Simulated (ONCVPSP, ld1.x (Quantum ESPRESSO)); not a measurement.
## Hardness and transferability of assorted potentials

Generated with ld1.x 7.5 (TM, RRKJ, ultrasoft, PAW), atompaw 4.2 or ONCVPSP 4.0.1. The cutoff is in Ry: for ld1.x and atompaw files where the sum of valence levels is converged to 10 mRy in a Bessel basis, for ONCV files where the hardest occupied wave has 1 mHa per electron of residual kinetic energy. The error is the largest all-electron minus pseudo excitation energy over each file’s own four to seven test configurations (ionisations up to +4, promotions, holes and added fractions of an electron), all of which were solved. The labels leave out finer settings (local radius, basis sizes, second energies), which also bear on the numbers. Spin-polarised tests are not counted. The rows are a selection from randomly drawn settings: files with unsolved tests, undetermined cutoffs or missed reference levels are left out.

A true bound ghost makes a file unfit for plane-wave use even where its test errors are small: the radial tests pick states by their node count and pass the ghost by.

| element | potential | cutoff (Ry) | largest error (meV) | bound ghosts |
| --- | --- | --- | --- | --- |
| Ne | RRKJ, PBE, scalar-relativistic, rc 0.60/1.15/0.90 (spd), local s, core correction no, reference 2s2 2p4 | 230 | +892 | none |
| Ge | ONCV, LDA (Perdew-Wang 92), scalar-relativistic, rc 1.00/1.00/0.95 (spd), local d, core correction yes, reference 3s2 3p6 3d10 4s2 4p1.5, qcut 13.1/12.1/13.5, projectors 2/2/0 | 180 | -1.8 | s |
| Ru | TM semilocal, PBE, scalar-relativistic, rc 2.05/2.95/1.30 (spd), local s, core correction no, reference 4d8 5s0 5p0 | 55 | -603 | none |
| Cd | ONCV, PBE, scalar-relativistic, rc 1.60/1.50/1.35 (spd), local d, core correction yes, reference 4s2 4p6 4d10 5s2, qcut 7/9.1/9.5, projectors 2/2/0 | 70 | -452 | none |
| Te | ONCV, PBE, scalar-relativistic, rc 1.15/1.30/1.45 (spd), local smoothed, core correction no, reference 4s2 4p6 4d10 5s1.75 5p4.25, qcut 9.2/11.4/9, projectors 2/2/2 | 81 | -23 | none |
| Pb | ONCV, PBE, scalar-relativistic, rc 1.30/1.70/1.55/1.70 (spdf), local smoothed, core correction yes, reference 5s2 5p6 5d10 6s2, qcut 11.3/10.2/12.8/10.2, projectors 2/2/2/3 | 83 | -12 | none |

(1) Fill in the row for Re: TM, PBE, scalar-relativistic, rc 2.65/1.35/2.55 (spd), local s, core correction yes, reference 5p6 5d5 6s2 6p0.

(2) Fill in the row for S: ONCV, revPBE, scalar-relativistic, rc 1.50/1.50/1.35 (spd), local smoothed, core correction yes, reference 3s2 3p4, qcut 4.6/6.1/6.7, projectors 2/2/2.

## Answers

(1) cutoff 100 Ry, largest error -1285 meV, bound ghosts: none.

(2) cutoff 40 Ry, largest error +53 meV, bound ghosts: none.
